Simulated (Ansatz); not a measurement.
Molecule: C3HF3, charge 0, multiplicity 1. 
Structure (B3LYP-D3(BJ)/def2-TZVP (Ansatz, a program for electronic structure) minimum search):
SMILES: C#CC(F)(F)F
```xyz
7

C      2.3167    -0.1977     0.0087
C      1.1258    -0.0961     0.0042
C     -0.3291     0.0281    -0.0012
F     -0.8021     0.2974     1.2287
F     -0.9158    -1.1070    -0.4214
F     -0.7329     1.0187    -0.8165
H      3.3763    -0.2881     0.0127
```
Charge 0, spin multiplicity 1.

Quantity: atomisation energy (electronic, to ground-state atoms), in kcal/mol. Cores are frozen in the correlated levels unless marked. UHF or UKS for open shells. Spin-orbit coupling is left out. Non-relativistic. The coupled-cluster limit lacks core correlation, which all-electron functionals hold. Basis-set limits of correlation are two-point, X^-3; Hartree-Fock from the larger set.

| level | program | atomisation energy (kcal/mol) |
|---|---|---|
| HF/cc-pVTZ | Ansatz | 500.3 |
| revPBE-D4/def2-TZVPD | Ansatz + dftd4 | 745.2 |
| B3LYP-D4/def2-TZVPD | Ansatz + dftd4 | 732.6 |
| MP2/aug-cc-pVQZ | Ansatz | 767.9 |
| SCS-MP2/6-31G | Ansatz | 616.1 |

Task: What does CCSD(T)/CBS(aug-cc-pVTZ,aug-cc-pVQZ) (Ansatz) give?

Result: 737.6 kcal/mol
